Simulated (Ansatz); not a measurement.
Species: ICl2 (charge -1, singlet). It need not be the lowest isomer of its formula. 
Geometry from a B3LYP-D3(BJ)/def2-TZVP (Ansatz, a quantum-chemistry and plane-wave program) optimisation:
SMILES: Cl[I-]Cl
```xyz
3

Cl     0.0000     0.0000    -2.6054
I      0.0000     0.0000     0.0000
Cl     0.0000     0.0000     2.6054
```
Charge -1, spin multiplicity 1.

Parts of the frozen-core correlation energy in def2-SVPD (Ansatz, hartree). Frozen orbitals: 19; correlated occupied orbitals by spin: 11 and 11; virtual: 59 and 59. No spin-orbit coupling. Past Kr the def2 sets carry scalar-relativistic core potentials.

```tsv
term	value
reference (HF)	-1215.47645
MP2 opposite-spin	[?]
MP2 same-spin	[?]
CCSD correlation	-0.44720
(T)	[?]
T1 diagnostic	0.014
largest doubles amplitude	0.043
```

Q: Complete the blanks.

A: 
- MP2 opposite-spin, value: -0.30281
- MP2 same-spin, value: -0.11446
- (T), value: -0.01468
